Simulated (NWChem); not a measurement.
# Atomisation of HCu

SMILES: [CuH]
```xyz
2

Cu     0.0000     0.0000     0.0490
H      0.0000     0.0000    -1.4222
```
Charge 0, spin multiplicity 1.

The numbers come from NWChem runs, not from measurements. All single points use one geometry, from B3LYP/def2-SVP, a minimum by its harmonic frequencies.

Basis set: def2-TZVP. The atomisation energy is electronic alone: no zero-point, thermal, spin-orbit or counterpoise terms. No value is extrapolated to the basis-set limit. Free atoms are single determinants with multiplicities Cu 2, H 2. Correlated methods freeze the same cores in atoms and molecule, 9 orbitals in all.

The correlated methods keep 9 core orbitals frozen. The structure started from a generated list of species. The stability of the SCF solutions was not checked. Open-shell Hartree-Fock references start from PBE0 orbitals.

```json
[
 {"method": "PBE", "atomisation energy (kcal/mol)": "___"},
 {"method": "M06-2X", "atomisation energy (kcal/mol)": "___"},
 {"method": "HF", "atomisation energy (kcal/mol)": "37.1"},
 {"method": "PBE0", "atomisation energy (kcal/mol)": "___"},
 {"method": "MP2", "atomisation energy (kcal/mol)": "115.7"},
 {"method": "BHandHLYP", "atomisation energy (kcal/mol)": "___"}
]
```

Task: Complete the blanks.

Result: 
- PBE, atomisation energy (kcal/mol): 63.2
- M06-2X, atomisation energy (kcal/mol): 53.4
- PBE0, atomisation energy (kcal/mol): 102.2
- BHandHLYP, atomisation energy (kcal/mol): 56.0
